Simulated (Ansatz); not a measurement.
Geometry optimisation, Ansatz 0.2.0, RKS PBE0-D4/def2-SVP.

Input:

```yaml
crystal:
  periodic: [false, false, false]
  atoms:
    - { symbol: Cl, position_ang: [-1.9787, -0.4459, 1.016] }
    - { symbol: C, position_ang: [-0.3406, -0.4014, 0.4419] }
    - { symbol: Te, position_ang: [1.1491, -1.0766, 1.7839] }
    - { symbol: C, position_ang: [-0.0601, -0.6873, -0.9957] }
    - { symbol: Si, position_ang: [0.1376, 1.122, -0.5743] }
    - { symbol: H, position_ang: [0.7555, 0.1996, 2.9092] }
    - { symbol: H, position_ang: [0.8252, -1.2508, -1.2199] }
    - { symbol: H, position_ang: [-1.0243, -0.8799, -1.5737] }
    - { symbol: H, position_ang: [-0.9498, 1.9329, -1.1114] }
    - { symbol: H, position_ang: [1.5692, 1.4363, -0.6732] }
basis:
  gaussian: { orbitals: def2-SVP }
hamiltonian:
  xc: pbe0
  dispersion: d4
relax:
  f_tol: 0.015
  max_steps: 40
output:
  orbitals: {}
```

Command:

```bash
$ ansatz run input.yaml --threads 2 --pin off --max-ram 3072MiB --backend cpu --events-out ev --progress --plain --runs-dir out
```

Where does it end, and by what steps?

It converged. The force dipped under the threshold on the way, but the program's further checks kept it going. After 9 steps the energy has fallen by 0.372 eV; H10 moved furthest, 0.29 Å.

```json
{"step": "0", "energy less start (eV)": "0.0000", "largest force component (eV/Å)": "2.318", "accepted": "yes"}
{"step": "1", "energy less start (eV)": "-0.2711", "largest force component (eV/Å)": "1.089", "accepted": "yes"}
{"step": "2", "energy less start (eV)": "-0.3429", "largest force component (eV/Å)": "0.381", "accepted": "yes"}
{"step": "3", "energy less start (eV)": "-0.3642", "largest force component (eV/Å)": "0.217", "accepted": "yes"}
{"step": "4", "energy less start (eV)": "-0.3695", "largest force component (eV/Å)": "0.096", "accepted": "yes"}
{"step": "5", "energy less start (eV)": "-0.3710", "largest force component (eV/Å)": "0.043", "accepted": "yes"}
{"step": "6", "energy less start (eV)": "-0.3717", "largest force component (eV/Å)": "0.014", "accepted": "yes"}
{"step": "7", "energy less start (eV)": "-0.3718", "largest force component (eV/Å)": "0.017", "accepted": "yes"}
{"step": "8", "energy less start (eV)": "-0.3718", "largest force component (eV/Å)": "0.034", "accepted": "no"}
{"step": "9", "energy less start (eV)": "-0.3719", "largest force component (eV/Å)": "0.002", "accepted": "yes"}
```

```xyz
10
Properties=species:S:1:pos:R:3
Cl -2.067 -0.462 0.939
C -0.363 -0.336 0.448
Te 1.060 -1.123 1.850
C -0.086 -0.726 -1.012
Si 0.156 1.089 -0.650
H 0.990 0.219 2.833
H 0.761 -1.392 -1.213
H -0.982 -1.002 -1.581
H -0.902 2.020 -1.110
H 1.515 1.663 -0.500
```

Time of the run: 38 s on 2 threads of Intel(R) Xeon(R) Platinum 8488C (Sapphire Rapids) (shared host), peak memory 0.33 GiB.
